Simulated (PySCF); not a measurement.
Compound: C6H6F3N.
Numbering: `[CH:1]#[C:2][C@@H:3](/[CH:4]=[N:5]/[CH3:6])[C:7]([F:8])([F:9])[F:10]` (hydrogens: H11 on C1; H12 on C3; H13 on C4; H14, H15, H16 on C6)

Vertical excitations from PySCF (density fitting, frozen core in the response, grid level 2 and gas phase unless stated; continuum runs use non-equilibrium linear response for the excitations) on a GFN2-xTB geometry. Reference run:

```
                              settings    S1, eV (f)    S2, eV (f)    S3, eV (f)    S4, eV (f)    S5, eV (f)    S6, eV (f)  T1, eV (Tamm–Dancoff)  mean α (au)
PBE0/def2-SVPD, full TDDFT, 6 singlets  4.97 (0.004)  6.33 (0.005)  6.52 (0.052)  6.79 (0.003)  7.22 (0.006)  7.28 (0.050)                   4.13         81.3
```

Q: What do these settings give: (1) PBE0/cc-pVDZ, IEF-PCM cyclohexane, damping 0.1 at the start, DIIS from the seventh cycle, TDA, 6 singlets; (2) PW91/def2-SVPD, IEF-PCM methanol, start guess sap, energy threshold 1e-11 Eh, TDA, 25 singlets?

A: 
| settings | S1, eV (f) | S2, eV (f) | S3, eV (f) | S4, eV (f) | S5, eV (f) | S6, eV (f) | T1, eV (Tamm–Dancoff) | mean α (au) |
| --- | --- | --- | --- | --- | --- | --- | --- | --- |
| PBE0/cc-pVDZ, IEF-PCM cyclohexane, damping 0.1 at the start, DIIS from the seventh cycle, TDA, 6 singlets | 5.10 (0.008) | 6.45 (0.006) | 6.66 (0.057) | 6.92 (0.003) | 7.42 (0.010) | 7.51 (0.016) | 4.19 | 74.7 |
| PW91/def2-SVPD, IEF-PCM methanol, start guess sap, energy threshold 1e-11 Eh, TDA, 25 singlets | 4.76 (0.011) | 5.49 (0.008) | 5.64 (0.024) | 5.78 (0.032) | 6.05 (0.013) | 6.33 (0.009) | 4.00 | 111.2 |

(1) S1 moves by +0.13 eV; basis, environment and response scheme change together, so the shift can't be laid on one. (2) S1 moves by -0.21 eV; functional, environment and response scheme change together, so the shift can't be laid on one. States are counted by energy in each run and needn't keep their character from row to row.

Q: Which orbital pairs make up S1 in each run, and how does it sit against the orbital gap?

A: 
```
                                                                                                 settings  S1 configurations (weight)  S1 (eV)  orbital gap (eV)  S1 − gap (eV)
                                                                   PBE0/def2-SVPD, full TDDFT, 6 singlets                    H→L 0.95     4.97              6.91          -1.94
PBE0/cc-pVDZ, IEF-PCM cyclohexane, damping 0.1 at the start, DIIS from the seventh cycle, TDA, 6 singlets                    H→L 0.95     5.10              7.03          -1.93
           PW91/def2-SVPD, IEF-PCM methanol, start guess sap, energy threshold 1e-11 Eh, TDA, 25 singlets                    H→L 0.99     4.76              4.40          +0.36
```

The species at its GFN2-xTB geometry (one conformer only).

The values belong to the conformer `[CH:1]#[C:2][C@@H:3](/[CH:4]=[N:5]/[CH3:6])[C:7]([F:8])([F:9])[F:10]`: C2–C3–C4–N5 -120°, C2–C3–C7–F8 -59°.
